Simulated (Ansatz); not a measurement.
C$_{4}$H$_{16}$N$_{4}$Sn (`C[NH][Sn]([NH]C)([NH]C)[NH]C`) at its PBE0-D4/def2-TZVP geometry, where that method's forces vanish. The species carries charge 0 and has multiplicity 1. Sn: def2 effective core potential.

| atom | x (Å) | y (Å) | z (Å) |
| --- | --- | --- | --- |
| C1 | 0.0066 | 1.3211 | -2.9806 |
| N2 | 0.9038 | 1.0917 | -1.8630 |
| Sn3 | 0.1821 | 0.2677 | -0.1662 |
| N4 | 1.7988 | -0.4577 | 0.7963 |
| C5 | 1.8131 | -0.5651 | 2.2419 |
| N6 | -1.0448 | 1.5214 | 0.8405 |
| C7 | -1.7014 | 1.0986 | 2.0640 |
| N8 | -1.0117 | -1.3114 | -0.4745 |
| C9 | -0.4936 | -2.5511 | -1.0174 |
| H10 | -0.6323 | 0.4447 | -3.1213 |
| H11 | -0.6557 | 2.1909 | -2.8689 |
| H12 | 0.5741 | 1.4496 | -3.9088 |
| H13 | 1.5256 | 1.8745 | -1.7171 |
| H14 | 2.6758 | -0.1207 | 0.4261 |
| H15 | 2.6415 | -1.2021 | 2.5701 |
| H16 | 0.8936 | -1.0473 | 2.5852 |
| H17 | 1.8985 | 0.3918 | 2.7774 |
| H18 | -0.7103 | 2.4725 | 0.8998 |
| H19 | -2.5971 | 1.7023 | 2.2505 |
| H20 | -1.0711 | 1.1529 | 2.9630 |
| H21 | -2.0319 | 0.0621 | 1.9604 |
| H22 | -1.9353 | -1.0877 | -0.8137 |
| H23 | -0.3996 | -2.5628 | -2.1124 |
| H24 | 0.4999 | -2.7396 | -0.6033 |
| H25 | -1.1284 | -3.3961 | -0.7281 |

(1) For each bond, give half the difference of the two atoms' forces along it (eV/Å; positive pushes the atoms apart) under PBE-D4, r2SCAN-D4, B3LYP-D4, ωB97M-V in def2-TZVPP. (An estimate is asked.)

Answers

(1) The calculation gave: 
```
  bond  length (Å)  PBE-D4  r2SCAN-D4  B3LYP-D4  ωB97M-V
 C1–N2       1.452    0.03       0.18      0.21     0.32
C1–H10       1.094    0.11      -0.04     -0.09    -0.09
C1–H11       1.099    0.09      -0.05     -0.07    -0.11
N2–Sn3       2.020    0.05       0.01      0.05    -0.08
N2–H13       1.010    0.20      -0.01     -0.10    -0.09
Sn3–N4       2.016    0.09       0.02      0.07    -0.09
 N4–C5       1.450    0.03       0.18      0.21     0.32
N4–H14       1.010    0.20      -0.01     -0.10    -0.08
C5–H15       1.095    0.11      -0.04     -0.09    -0.12
 N6–C7       1.452    0.02       0.17      0.21     0.33
N6–H18       1.010    0.21       0.00     -0.10    -0.09
C7–H20       1.099    0.09      -0.05     -0.07    -0.11
C7–H21       1.093    0.10      -0.05     -0.10    -0.09
C9–H25       1.096    0.11      -0.04     -0.09    -0.12
```

B3LYP here is the variant with VWN-RPA as its local correlation; programs differ in this.

Program: Ansatz 0.2.0.
